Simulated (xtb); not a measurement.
methoxyethene (C3H6O), SMILES C(=C)OC. All values are semi-empirical tight-binding results from xtb (GFN2-xTB unless named), good for trends rather than for accurate numbers. The structure is a stationary point at GFN2-xTB. Other conformers were not sampled.

Question: Estimate the properties. (Estimate from the structure and the level; the computed values follow.)

Answer: 
orbital gap: 5.09 eV
dipole moment: 1.77 D
zero-point energy: 51.4 kcal/mol
G − E(el) at 298.15 K (modified RRHO): 34.0 kcal/mol
static polarisability (D4 model): 44.3 bohr³
solvation energy, GFN2-xTB/ALPB(water): -1.2 kcal/mol
solvation energy, GFN2-xTB/ALPB(acetone): -4.4 kcal/mol

Question: Give the IR lines (harmonic; lines under 4 % of the strongest left out, lines within 3 cm⁻¹ merged). (Estimate from the structure and the level; the computed values follow.)

Answer: ν (cm⁻¹): 820 (w), 893 (w), 999 (w), 1065 (w), 1136 (s), 1214 (vs), 1378 (w), 1472 (w), 1480 (w), 1704 (vs), 2920 (m), 2937 (m), 3011 (m), 3032 (w), 3173 (m) (against the strongest line: vs over 80 %, s over 45 %, m over 15 %, w over 4 %, vw less)
